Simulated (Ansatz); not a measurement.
TiSe2⁺: single points at one geometry.

```yaml
crystal:
  periodic: [false, false, false]
  atoms:
    - {symbol: Ti, position_ang: [0.227273, -0.436860, -0.916873]}
    - {symbol: Se, position_ang: [-1.555137, 0.550152, -0.056720]}
    - {symbol: Se, position_ang: [1.327854, -0.113292, 0.973593]}
basis:
  gaussian: {orbitals: def2-TZVP, initial_orbitals: start.molden}
total_charge: 1
magnetization: {spin_polarized: true, initial_magnetization: 1}
hamiltonian: {xc: {name: BLYP}, dispersion: d4}
scf: {omitted_lower_state_checks: [starts]}
output: {orbitals: {seedname: orbitals}}
```

The file start.molden holds the orbitals of an earlier run on this structure, at another level or in another basis.

```sh
$ ansatz run in.yaml --threads 4 --pin off --events-out ev --progress --plain --max-ram 3916MiB
```

Shortened log:

```
Functional definition: BLYP
1187 factors; their error is unknown
mean field evaluation 1: about -153811.1922 eV, gradient 1.0e1 eV
mean field evaluation 2: about -153811.4905 eV, gradient 5.2e-1 eV
mean field evaluation 4: about -153811.4531 eV, gradient 1.5e-1 eV
mean field evaluation 8: about -153811.4534 eV, gradient 1.4e-5 eV
mean field -153811.45336810 eV, -5652.4666541302 hartree, gradient 1.4e-5 eV, S^2 0.764112; 0 other end points of the search recorded, 0 dependent functions left out
reference -153811.45366041 eV, -5652.4666648722 hartree; 45, 44 occupied and 96, 97 virtual orbitals, 1187 factors
Total energy: -153811.67968369 eV, -5652.4749710745 hartree
Checks for a lower state left out: starts
```

Run time 3.9 s (4 threads of Arm Neoverse V1 on a shared host).

The first input with `hamiltonian: {xc: {name: B97M-V}}` (abridged; 12 s):

```
Functional definition: B97M-V
mean field -153778.10149202 eV, -5651.2409952908 hartree, gradient 2.6e-5 eV, S^2 0.817495
Total energy: -153778.10154331 eV, -5651.2409971757 hartree
Checks for a lower state left out: starts
```

First input, but with `hamiltonian: {xc: hf}` (abridged; 15 s):

```
Functional definition: HF
mean field evaluation 16: about -153686.4695 eV, gradient 2.0e-1 eV
mean field evaluation 32: about -153686.4276 eV, gradient 1.5e0 eV
mean field -153686.50834694 eV, -5647.8750092931 hartree, gradient 6.0e-6 eV, S^2 2.388313; 1 other end points of the search recorded, 0 dependent functions left out
Total energy: -153686.50834694 eV, -5647.8750092931 hartree
Checks for a lower state left out: starts
```

The first input with `hamiltonian: {xc: hse06, dispersion: d4}` (abridged; 5.5 s):

```
Functional definition: HSE06
mean field -153786.65406974 eV, -5651.5552967248 hartree, gradient 2.2e-5 eV, S^2 0.900801
Total energy: -153786.74419409 eV, -5651.5586087338 hartree
Checks for a lower state left out: starts
```

First input, but with `hamiltonian: {xc: r2scan, dispersion: d4}` (abridged; 8 s):

```
Functional definition: r2SCAN
mean field -153806.65927784 eV, -5652.2904745627 hartree, gradient 1.7e-5 eV, S^2 0.810707
Total energy: -153806.67857454 eV, -5652.2911837031 hartree
Checks for a lower state left out: starts
```

As the first input, with `correlation: {method: mp2}` and without the key `hamiltonian` (abridged; 21 s):

```
Functional definition: HF
mean field evaluation 16: about -153686.4695 eV, gradient 2.0e-1 eV
mean field evaluation 32: about -153686.4724 eV, gradient 1.4e-2 eV
mean field -153686.50834694 eV, -5647.8750092931 hartree, gradient 1.3e-7 eV, S^2 2.388313; 1 other end points of the search recorded, 0 dependent functions left out
23 core orbitals not correlated: weight in the atoms' cores, before any rotation towards them, 1.000 or more for the frozen orbitals, at most 0.000 for the correlated occupied ones
second order -21.00304816 eV of doubles, -0.00000000 eV of singles
Total energy: -153707.51139510 eV, -5648.6468570766 hartree
Checks for a lower state left out: starts
```

As the first input, with `hamiltonian: {xc: {name: revPBE}, dispersion: d4}` (abridged; 3.1 s):

```
Functional definition: revPBE
mean field -153795.03650158 eV, -5651.8633454133 hartree, gradient 1.0e-5 eV, S^2 0.774829
Total energy: -153795.25113906 eV, -5651.8712331951 hartree
Checks for a lower state left out: starts
```

Geometry: PBE0-D4/def2-TZVP.

HSE06 is defined as in plane-wave codes, on full-range PBE exchange. Correlated methods freeze 23 core orbitals; core or outer-core shells of Ti, Se are correlated, in sets that lack core-valence functions. At HF/def2-TZVP, HSE06-D4/def2-TZVP, MP2/def2-TZVP the charge 1 doublet is spin-contaminated (final ⟨S²⟩ up to 2.39, 0.75 for a pure state). The order of the spin states hangs on the level: the quartet lies 0.36 eV below the doublet at PBE0-D4/def2-TZVP, but 0.68 eV above it at BLYP-D4/def2-TZVP. The structure comes from a short search, and lower isomers may exist.
